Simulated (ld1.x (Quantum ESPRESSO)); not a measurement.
**Logarithmic derivatives: neodymium (Nd), PAW**

| Quantity | Value |
| --- | --- |
| Element | Nd (Z = 60) |
| Generator | ld1.x (Quantum ESPRESSO) 7.5 |
| Type | PAW |
| Functional | PBE |
| Relativity | scalar-relativistic |
| Frozen core | [Kr] 4d10 |
| Valence charge | 14 |
| Reference configuration | 4f4 5s2 5p6 5d0 6s2 6p0 |
| Partial waves | 5s (bound): rcut 2.55, rcutus 3.15 bohr; 6s (bound): rcut 2.55, rcutus 3.15 bohr; 5p (bound): rcut 2.50, rcutus 3.05 bohr; 6p (bound, empty): rcut 2.50, rcutus 3.05 bohr; 5d (bound, empty): rcut 2.45, rcutus 2.70 bohr; 5d channel at 0.35 Ry: rcut 2.45, rcutus 2.70 bohr; 4f (bound): rcut 0.75, rcutus 1.00 bohr; 4f channel at 1 Ry: rcut 0.75, rcutus 1.00 bohr |
| Local potential | all-electron potential smoothed inside 1.70 bohr (lloc = -1) |
| Core correction | Bessel-smoothed model core inside 1.00 bohr |
| Augmentation charge | BESSEL, radius 0.80 bohr |

The phase is arctan(r·u′/u) with u = r·R(r), unwrapped; energies in Ry, scanned from -5 to 5 Ry. A pole is an energy at which the radial function vanishes at the test radius. The pseudo phase is shifted by a multiple of π to meet the all-electron one at the reference energy, and phase errors are pseudo minus all-electron; the curves can meet again beyond the range given. Levels narrower than the energy grid can be missing from the lists of poles.

Task: For each channel, where are the poles, and over which energies does the pseudopotential scatter like the atom?

Result:

```
channel  radius (bohr)  reference energy (Ry)  poles, all-electron  poles, pseudo  unbroken range about the reference energy with phases within 0.05 rad  phase error 1 Ry above the reference energy (rad)
      s           3.40                  -0.26          -2.95, 1.60    -2.95, 0.36                                                           -0.5 to -0.1                                             -0.550
      p           3.40                  -0.09          -1.54, 2.60    -1.55, 1.68                                                            -1.7 to 0.3                                             -0.225
      d           3.40                  -0.14           0.39, 4.42     0.39, 4.05                                                              below 2.0                                             -0.000
      f           3.40                  -0.13          -0.10, 2.62    -0.10, 2.62                                                        the whole range                                             -0.000
```

The ghost test of this file was not conclusive. Its overlap operator is not positive definite in a basis up to 400 Ry (lowest eigenvalue s -0.09, p -0.38), so the file is unfit for use: the generalised eigenproblem breaks down once the basis is large enough, and its test numbers describe a broken file.

Phases in the s channel:

```csv
E (Ry),all-electron,pseudo
-5.00,1.428,1.432
-4.74,1.423,1.428
-4.48,1.417,1.423
-4.22,1.411,1.418
-3.96,1.403,1.412
-3.70,1.393,1.404
-3.44,1.379,1.393
-3.18,1.344,1.364
-2.92,-1.650,-1.639
-2.66,-1.748,-1.724
-2.40,-1.773,-1.737
-2.14,-1.794,-1.741
-1.88,-1.817,-1.732
-1.62,-1.846,-1.679
-1.36,-1.884,-4.373
-1.10,-1.939,-2.314
-0.84,-2.026,-2.182
-0.58,-2.183,-2.259
-0.32,-2.531,-2.538
-0.06,-3.317,-3.477
0.20,-4.052,-4.464
0.46,-4.368,-4.821
0.72,-4.515,-5.053
0.98,-4.600,-5.340
1.24,-4.656,-5.850
1.50,-4.698,-6.598
1.76,-4.733,-7.115
2.02,-4.763,-7.370
2.28,-4.793,-7.508
2.54,-4.824,-7.593
2.80,-4.859,-7.650
3.06,-4.904,-7.692
3.32,-4.965,-7.724
3.58,-5.061,-7.749
3.84,-5.243,-7.770
4.10,-5.681,-7.788
4.36,-6.616,-7.803
4.62,-7.243,-7.816
4.88,-7.487,-7.828
```
